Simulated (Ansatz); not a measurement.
Ansatz results at the PBE0-D4/def2-TZVP geometry: LUMO energy (B3LYP/def2-TZVPP) 0.72 eV; LUMO energy (PBE0/def2-TZVPP) 1.08 eV; size of the dipole moment (B3LYP/def2-TZVPP) 2.02 D.

Each molecule was computed in one conformer, which needn't be the lowest.

(1) Which molecule gave them?
A. `CC(F)(F)CC(F)F`
B. `FCC(F)CC(F)F`
C. `FC(F)=CC(F)F`
D. `FCC(F)F`

## Answers

(1) B. The others give `FCC(F)F`: 1.02, 1.37, 1.50; `CC(F)(F)CC(F)F`: 0.92, 1.28, 0.83; `FC(F)=CC(F)F`: -0.54, -0.24, 1.27.

B3LYP here is the variant with VWN-RPA as its local correlation; programs differ in this.
